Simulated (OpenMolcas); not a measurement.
# Re2+: effect of the basis set

```
Program             : OpenMolcas 26.06
Method              : MS-RASPT2, IPEA 0.25 Eh, imaginary shift 0.1 Eh (closed shells correlated: 5s)
Active space        : 11 electrons in 8 orbitals (RAS1 5p, at most 2 holes; RAS2 5d)
State averaging     : 2S+1 = 6 even, 1 root; 2S+1 = 4 even, 24 roots; 2S+1 = 2 even, 75 roots
Spin-orbit coupling : RASSI with atomic mean-field integrals over the reference wave functions, term energies averaged over their components
```

A. ANO-R2 [8s6p5d3f1g], X2C, finite nucleus; CASPT2 step about 40 core-seconds
B. ANO-RCC-VTZP [8s7p5d3f2g1h], DKH2, point nucleus; CASPT2 step about 60 core-seconds
C. ANO-RCC-VQZP [9s8p6d4f3g2h], DKH2, point nucleus; CASPT2 step about 2.2 core-minutes

Energies in cm-1 above 5d5 6S 5/2, the measured ground level; measured values from the list in Brasseur, Gamrath and Quinet, At. Data Nucl. Data Tables 157, 101636 (2024).

```
               Level      A      B      C  Measured
          5d5 6S 5/2    0.0    0.0    0.0       0.0
   5d5 4G 7/2 [71 %]  19020  19260  18500     16890
         5d5 4G 11/2  19850  20060  19310     18020
          5d5 4G 9/2  20360  20560  19860     18346
   5d5 4P 1/2 [60 %]  21490  21740  21110          
   5d5 4D 7/2 [74 %]  23550  23850  23170     20453
   5d5 4D 1/2 [64 %]  26270  26530  25960          
         5d5 2I 11/2  28690  28960  27950     26170
         5d5 2I 13/2  31020  31280  30290     28588
   5d5 2H 9/2 [52 %]  35840  36170  35230          
5d5 2F 5/2(2) [56 %]  38160  38580  37490          
5d5 2F 7/2(1) [52 %]  38470  38750  37980          
  5d5 2H 11/2 [74 %]  41370  41640  40780          
          5d5 2S 1/2  41950  42560  41440          
       5d5 2D 3/2(2)  47020  47590  46380          
5d5 2D 5/2(2) [70 %]  49830  50350  49260          
       5d5 2G 9/2(2)  52750  53460  52010          
       5d5 2G 7/2(2)  53880  54560  53170          
          5d5 2P 3/2  60080  61060  59290          
          5d5 2P 1/2  62490  63440  61790          
       5d5 2D 5/2(3)  67900  68820  67110          
       5d5 2D 3/2(3)  69420  70340  68680
```

Deviations, from unrounded energies. A percentage is the sum of absolute deviations over the sum of measured energies, with the sign that they share, or ± where signs differ.

```
                        Against measurement  Levels      A      B     C
             mean absolute deviation (cm-1)       6   2300   2600  1800
other terms of the ground configuration (%)       6  +10.9  +12.1  +8.3
```

C lies closest to measurement on these levels and B furthest from it. The largest miss of C in the table is 5d5 4D 7/2 [74 %], by +2700 cm-1. The ranking rests on the paired levels alone, and a cruder setting can come out closer through cancelling errors.

Among A to C the level of the table that moves most is 5d5 2P 3/2, by 1800 cm-1 (lowest in C, highest in B). Moves below CASPT2's spread within the term are not significant.

Term energies are means over components that CASPT2 splits; among the terms shown or strongly mixed into the levels shown the widest spread is 980 cm-1 (5d5 2F(2), A). Blocks of more than 70 roots (2S+1 = 2 even) ran without multistate coupling. Active for correlation alone: 5p; no level in the range computed is led by a configuration that opens it, so any true level of that kind is missing. Some terms miss by over 15 % even with CASPT2, which points to a basis or an active space too small for the shells correlated (holds for A; B). The CASPT2 spread within a term exceeds the gap to the next term for 5d5 4F and 5d5 2F(1), so the order of their levels is uncertain, and so are names and mixing where such terms share a J (holds for B). Some levels mix across a computed gap that differs much from the measured one, so their mixing is not that of the real levels (holds for C). Measured partners are found by configuration, term and J. A level has none where our copy of the source lacks it or the pairing is in doubt (some pairs that miss far off the trend of their configuration count as doubtful), and it then counts in no deviation. Levels of configurations outside the active space are missing. Levels that lie high or do not pair safely by name in every column are left out.

A share in square brackets marks a mixed level and gives the weight of the term that names it, the lowest over the columns. A number in round brackets counts repeated terms of one configuration in the order of the reference energies.
